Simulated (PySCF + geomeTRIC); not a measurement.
The multiplicity is imposed and other spin states were not computed.

Method: TPSS-D3(BJ)/def2-SVP in PySCF + geomeTRIC. fastk is a local helper that only speeds up exchange builds. No frequencies were computed at this level.

```python
import json, numpy as np
from pyscf import gto, dft
from fastk import lowrank_exchange
atoms = """
Zn    -0.033351     0.050783    -0.106895
N      0.737635    -1.019069     1.406828
H      0.014760    -1.477043     1.955282
H      1.239887    -0.433644     2.068728
"""
def scf(charge, spin, dm0=None):
    mol = gto.M(atom=atoms, basis='def2-svp', ecp={}, charge=charge, spin=spin, verbose=3, max_memory=3780)
    mf = dft.KS(mol, xc='tpss').density_fit(auxbasis="def2-universal-jkfit")
    mf.disp = 'd3bj'
    mf.grids.level = 3
    mf.conv_tol = 1e-8
    mf.max_cycle = 120
    mf.level_shift = 0.25
    mf.kernel(dm0)
    if not mf.converged:
        mf = mf.newton().run(mf.mo_coeff, mf.mo_occ).undo_soscf()
    return mf
mf = scf(0, 1)
lowrank_exchange(mf)  # same exchange matrices as the stock routine, built faster for response steps
mo, _, stable, _ = mf.stability(return_status=True)
if not stable:
    mf.kernel(mf.make_rdm1(mo, mf.mo_occ))
del mf.get_jk
from pyscf.geomopt.geometric_solver import kernel as optimize
path = []
done, mol = optimize(mf, maxsteps=120, assert_convergence=False, callback=lambda env: path.append((env["energy"], bool(env["g_scanner"].converged))))
res = dict(converged=bool(done and path[-1][1]), energy=path[-1][0], path=[e for e, c in path], xyz=mol.atom_coords(unit="Angstrom").tolist(), nao=mol.nao)
json.dump(res, open("result.json", "w"))
```

Output:

```
converged SCF energy = -1835.01787889453  <S^2> = 0.75506767  2S+1 = 2.0050613
<class 'pyscf.df.df_jk.DFUKS'> wavefunction is stable in the internal stability analysis
Geometry optimization cycle 1
converged SCF energy = -1835.01787893395  <S^2> = 0.75506768  2S+1 = 2.0050613
cycle 1: E = -1835.01787893  dE = -1835.02  norm(grad) = 0.0410931
Geometry optimization cycle 2
converged SCF energy = -1835.02059240222  <S^2> = 0.75426541  2S+1 = 2.0042609
cycle 2: E = -1835.0205924  dE = -0.00271347  norm(grad) = 0.00911792
Geometry optimization cycle 3
converged SCF energy = -1835.02080232119  <S^2> = 0.75395633  2S+1 = 2.0039524
cycle 3: E = -1835.02080232  dE = -0.000209919  norm(grad) = 0.00275759
Geometry optimization cycle 4
converged SCF energy = -1835.02081443699  <S^2> = 0.75402221  2S+1 = 2.0040182
cycle 4: E = -1835.02081444  dE = -1.21158e-05  norm(grad) = 0.000810854
Geometry optimization cycle 5
converged SCF energy = -1835.02081719383  <S^2> = 0.75404567  2S+1 = 2.0040416
cycle 5: E = -1835.02081719  dE = -2.75685e-06  norm(grad) = 0.000402294
Geometry optimization cycle 6
converged SCF energy = -1835.02081845478  <S^2> = 0.75406484  2S+1 = 2.0040607
cycle 6: E = -1835.02081845  dE = -1.26094e-06  norm(grad) = 0.000115514
Geometry optimization cycle 7
converged SCF energy = -1835.02081847127  <S^2> = 0.75406584  2S+1 = 2.0040617
cycle 7: E = -1835.02081847  dE = -1.64891e-08  norm(grad) = 3.35144e-05
<class 'geometric.internal.Distance'> : 3
<class 'geometric.internal.Angle'> : 3
<class 'geometric.internal.TranslationX'> : 1
<class 'geometric.internal.TranslationY'> : 1
<class 'geometric.internal.TranslationZ'> : 1
<class 'geometric.internal.RotationA'> : 1
<class 'geometric.internal.RotationB'> : 1
<class 'geometric.internal.RotationC'> : 1
Step    0 : Gradient = 2.055e-02/3.054e-02 (rms/max) Energy = -1835.0178789339
Step    1 : Displace = 4.489e-02/6.765e-02 (rms/max) Trust = 1.000e-01 (=) Grad = 4.559e-03/6.073e-03 (rms/max) E (change) = -1835.0205924022 (-2.713e-03) Quality = 1.302
Step    2 : Displace = 2.088e-02/3.231e-02 (rms/max) Trust = 1.414e-01 (+) Grad = 1.379e-03/2.120e-03 (rms/max) E (change) = -1835.0208023212 (-2.099e-04) Quality = 0.839
Step    3 : Displace = 2.579e-03/4.417e-03 (rms/max) Trust = 2.000e-01 (+) Grad = 4.054e-04/7.056e-04 (rms/max) E (change) = -1835.0208144370 (-1.212e-05) Quality = 1.146
Step    4 : Displace = 1.393e-03/2.292e-03 (rms/max) Trust = 2.828e-01 (+) Grad = 2.011e-04/3.379e-04 (rms/max) E (change) = -1835.0208171938 (-2.757e-06) Quality = 1.440
Step    5 : Displace = 1.972e-03/2.925e-03 (rms/max) Trust = 3.000e-01 (+) Grad = 5.776e-05/8.437e-05 (rms/max) E (change) = -1835.0208184548 (-1.261e-06) Quality = 0.943
Step    6 : Displace = 2.055e-04/2.529e-04 (rms/max) Trust = 3.000e-01 (=) Grad = 1.676e-05/2.557e-05 (rms/max) E (change) = -1835.0208184713 (-1.649e-08) Quality = 0.445
Converged! =D
```

Cost: about 2.7 core-minutes (a rough figure).
